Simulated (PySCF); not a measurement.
How methods differ on the excitation energy of N²⁺

N²⁺ [He] 2s2 2p1 (2P) → N²⁺ [He] 2s1 2p1 3d1 (high-spin determinant), as a difference of total energies. Computed with PySCF 2.14 in dyall-acv3z (15s9p4d2f, 76 functions), with no relativity, point nucleus. Correlated levels: valence: 1s2 frozen; valence and next inner shell: nothing frozen; virtual orbitals above 40 to 60 times the deepest correlated orbital energy dropped. The calculations carry no spin-orbit coupling.

```json
{"method": "UHF", "excitation energy (eV)": "39.313"}
{"method": "LDA", "excitation energy (eV)": "39.790"}
{"method": "PBE", "excitation energy (eV)": "39.654"}
{"method": "PBE0", "excitation energy (eV)": "39.882"}
{"method": "r2SCAN", "excitation energy (eV)": "39.619"}
{"method": "TPSS", "excitation energy (eV)": "39.966"}
{"method": "BP86", "excitation energy (eV)": "39.760"}
{"method": "B97-3", "excitation energy (eV)": "40.161"}
{"method": "revPBE", "excitation energy (eV)": "39.628"}
{"method": "MP2 (valence)", "excitation energy (eV)": "40.652"}
{"method": "SCS-MP2 (valence)", "excitation energy (eV)": "41.066"}
{"method": "MP2 (valence and next inner shell)", "excitation energy (eV)": "40.710"}
{"method": "SCS-MP2 (valence and next inner shell)", "excitation energy (eV)": "41.115"}
```

Task: How much does correlation contribute at MP2 (valence and next inner shell)?

Result: 40.710 − (39.313) = 1.397 eV, measured against UHF.

The promoted electron is Rydberg-like, and one or two diffuse shells describe it only roughly, which tends to raise the upper state.

The determinant of the upper state mixes LS terms, which raises its energy above the lowest term, most at the Hartree-Fock and MP2 levels.
